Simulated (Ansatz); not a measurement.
Computed with frozen-core CCSD(T)/def2-TZVPP // r2SCAN-D4/def2-SVP (Ansatz, an electronic-structure program).

Ansatz 0.2 input:
```yaml
crystal:
  periodic: [false, false, false]
  atoms:
    - { symbol: Nb, position_ang: [-0.191268, 0.089487, -0.017419] }
    - { symbol: F, position_ang: [-1.002355, -1.493641, 0.579724] }
    - { symbol: F, position_ang: [0.636528, 1.537021, -0.877732] }
    - { symbol: F, position_ang: [1.22954, -0.108337, 1.168991] }
    - { symbol: F, position_ang: [-1.711523, 1.094382, 0.362595] }
    - { symbol: N, position_ang: [-0.081777, -0.79906, -1.741991] }
    - { symbol: H, position_ang: [0.322319, -0.366825, -2.570675] }
    - { symbol: H, position_ang: [-0.422754, -1.743979, -1.908426] }
basis:
  gaussian: { orbitals: def2-TZVPP }
correlation:
  method: ccsd_t
```

Output:

```
Functional definition: HF
1563 factors; integrals over basis functions are off by at most 8.6e-4 eV
mean field evaluation 1: about -13874.1790 eV, gradient 7.6e1 eV
mean field evaluation 2: about -13874.3498 eV, gradient 7.6e1 eV
mean field evaluation 4: about -13883.8178 eV, gradient 4.1e0 eV
mean field evaluation 8: about -13883.9071 eV, gradient 3.5e-1 eV
mean field evaluation 16: about -13883.9079 eV, gradient 9.6e-7 eV
mean field -13883.90787433 eV, -510.2242035307 hartree, gradient 9.6e-7 eV, S^2 0.000000; 0 other end points of the search recorded, 0 dependent functions left out
5 core orbitals not correlated
reference -13883.90787433 eV, -510.2242035307 hartree; 24, 24 occupied and 210, 210 virtual orbitals, 1563 factors
second order -45.83915455 eV of doubles, -0.00000000 eV of singles
cycle   1  -43.68577879 eV  change     2.2e0 eV  update   2.3e-1
cycle   2  -45.00655234 eV  change    -1.3e0 eV  update   1.2e-1
cycle   3  -45.31620649 eV  change   -3.1e-1 eV  update   4.1e-2
cycle   4  -45.30517355 eV  change    1.1e-2 eV  update   1.5e-2
cycle   5  -45.28133353 eV  change    2.4e-2 eV  update   5.0e-3
cycle   6  -45.28081480 eV  change    5.2e-4 eV  update   2.1e-3
cycle   7  -45.28308077 eV  change   -2.3e-3 eV  update   9.0e-4
cycle   8  -45.28269351 eV  change    3.9e-4 eV  update   3.5e-4
cycle   9  -45.28261869 eV  change    7.5e-5 eV  update   1.4e-4
cycle  10  -45.28292414 eV  change   -3.1e-4 eV  update   6.3e-5
cycle  11  -45.28279145 eV  change    1.3e-4 eV  update   3.5e-5
cycle  12  -45.28273763 eV  change    5.4e-5 eV  update   1.4e-5
perturbative correction -1.86197059 eV, -0.0684261569 hartree
Total energy: -13931.05258254 eV, -511.9567396017 hartree
```

Cost: very roughly 17 core-minutes.
